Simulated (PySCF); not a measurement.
C$_{7}$H$_{9}$O (SMILES C[OH+]c1ccccc1), charge +1, singlet, at a GFN2-xTB geometry; PBE/STO-3G run with PySCF.

Here is a job for PySCF.
```python
from pyscf import gto, scf, dft

mol = gto.Mole()
mol.atom = '''
    C     2.68581111    0.47233117   -0.23426577
    O     1.70989725    0.21900805    0.81386579
    C     0.34471567    0.03250646    0.32907195
    C     0.01222459   -1.19816702   -0.20327298
    C    -1.28799653   -1.38978475   -0.64407141
    C    -2.21537241   -0.36423910   -0.54765958
    C    -1.85671093    0.86026071   -0.00676033
    C    -0.56031393    1.07014763    0.43843242
    H     3.66463036    0.55667222    0.23538758
    H     2.67916004   -0.38406176   -0.90637054
    H     2.44929023    1.37869168   -0.79224115
    H     1.70573102    0.97635760    1.43676038
    H     0.74141377   -1.99032729   -0.25934878
    H    -1.57168239   -2.34338551   -1.05898733
    H    -3.22491764   -0.52078929   -0.89251364
    H    -2.58071358    1.65504338    0.07210182
    H    -0.27623520    2.02140386    0.86543975
'''
mol.basis = 'sto-3g'
mol.charge = 1
mol.verbose = 4
mol.build()

mf = dft.RKS(mol)
mf.xc = 'pbe'
mf.kernel()
mf.analyze()
```

The log (banner, timings and long lists left out):

```
PySCF version 2.14.0

[INPUT] verbose = 4
[INPUT] num. atoms = 17
[INPUT] num. electrons = 58
[INPUT] charge = 1
[INPUT] spin (= nelec alpha-beta = 2S) = 0
[INPUT] symmetry False subgroup None
[INPUT] Mole.unit = angstrom
[INPUT] Symbol           X                Y                Z      unit          X                Y                Z       unit  Magmom
[...]
nuclear repulsion = 357.373561136661
number of shells = 33
number of NR pGTOs = 147
number of NR cGTOs = 49
basis = sto-3g
ecp = {}

******** <class 'pyscf.dft.rks.RKS'> ********
method = RKS
initial guess = minao
damping factor = 0
level_shift factor = 0
DIIS = <class 'pyscf.scf.diis.CDIIS'>
diis_start_cycle = 1
diis_space = 8
diis_damp = 0
SCF conv_tol = 1e-09
SCF conv_tol_grad = None
SCF max_cycles = 50
direct_scf = True
direct_scf_tol = 1e-13
XC library pyscf.dft.libxc version 7.1.2
    S. Lehtola, C. Steigemann, M. J. T. Oliveira, and M. A. L. Marques,  SoftwareX 7, 1–5 (2018)
XC functionals = pbe
    J. P. Perdew, K. Burke, and M. Ernzerhof,  Phys. Rev. Lett. 77, 3865 (1996)
    J. P. Perdew, K. Burke, and M. Ernzerhof,  Phys. Rev. Lett. 78, 1396 (1997)
    J. P. Perdew, K. Burke, and M. Ernzerhof,  Phys. Rev. Lett. 77, 3865 (1996)
    J. P. Perdew, K. Burke, and M. Ernzerhof,  Phys. Rev. Lett. 78, 1396 (1997)
radial grids:
    Treutler-Ahlrichs [JCP 102, 346 (1995); DOI:10.1063/1.469408] (M4) radial grids

becke partition: Becke, JCP 88, 2547 (1988); DOI:10.1063/1.454033
pruning grids: <function nwchem_prune>
grids dens level: 3
symmetrized grids: False
atomic radii adjust function: <function treutler_atomic_radii_adjust>
small_rho_cutoff = 0
Set gradient conv threshold to 3.16228e-05
Initial guess from minao.
tot grids = 201184
init E= -343.827089619575
[...]
cycle= 1 E= -342.334352202884  delta_E= 1.49  |g|= 0.32  |ddm|=  5.6
[...]
cycle= 2 E= -342.261881125256  delta_E= 0.0725  |g|= 0.555  |ddm|= 1.28
[...]
cycle= 3 E= -342.370878435289  delta_E= -0.109  |g|= 0.0939  |ddm|= 0.886
[...]
cycle= 4 E= -342.373565389999  delta_E= -0.00269  |g|= 0.038  |ddm|= 0.174
[...]
cycle= 5 E= -342.374035766957  delta_E= -0.00047  |g|= 0.01  |ddm|= 0.0618
[...]
cycle= 6 E= -342.374066426152  delta_E= -3.07e-05  |g|= 0.0033  |ddm|= 0.0162
[...]
cycle= 7 E= -342.37406960612  delta_E= -3.18e-06  |g|= 0.000883  |ddm|= 0.00498
[...]
cycle= 8 E= -342.374069849237  delta_E= -2.43e-07  |g|= 0.000208  |ddm|= 0.00134
[...]
cycle= 9 E= -342.37406986216  delta_E= -1.29e-08  |g|= 4.43e-05  |ddm|= 0.000293
[...]
cycle= 10 E= -342.374069862743  delta_E= -5.84e-10  |g|= 1.13e-05  |ddm|= 6.9e-05
[...]
Extra cycle  E= -342.374069862676  delta_E= 6.73e-11  |g|= 1.79e-05  |ddm|= 3.99e-05
converged SCF energy = -342.374069862676
**** SCF Summaries ****
Total Energy =                        -342.374069862676095
Nuclear Repulsion Energy =             357.373561136661294
One-electron Energy =                -1160.382479491568347
Two-electron Energy =                  460.634848492230958
Two-electron Coulomb Energy =          509.688969037651873
DFT Exchange-Correlation Energy =      -49.054120545420943
HOMO-LUMO gap [eV] =                     5.876731394576430
**** MO energy ****
[...]
 ** Mulliken pop on meta-lowdin orthogonal AOs  **
 ** Mulliken pop  **
 ** Mulliken atomic charges  **
charge of    0C =     -0.03591
charge of    1O =      0.09740
charge of    2C =      0.06704
charge of    3C =     -0.05197
charge of    4C =     -0.01714
charge of    5C =     -0.01592
charge of    6C =     -0.01778
charge of    7C =     -0.06707
charge of    8H =      0.11172
charge of    9H =      0.11374
charge of   10H =      0.10160
charge of   11H =      0.27971
charge of   12H =      0.08771
charge of   13H =      0.09034
charge of   14H =      0.08935
charge of   15H =      0.08998
charge of   16H =      0.07719

WARN: System has nonzero charge 1; the dipole moment is origin-dependent.
Location of origin: [0. 0. 0.]

Dipole moment(X, Y, Z, Debye):  4.96246,  2.14611,  1.22779
```
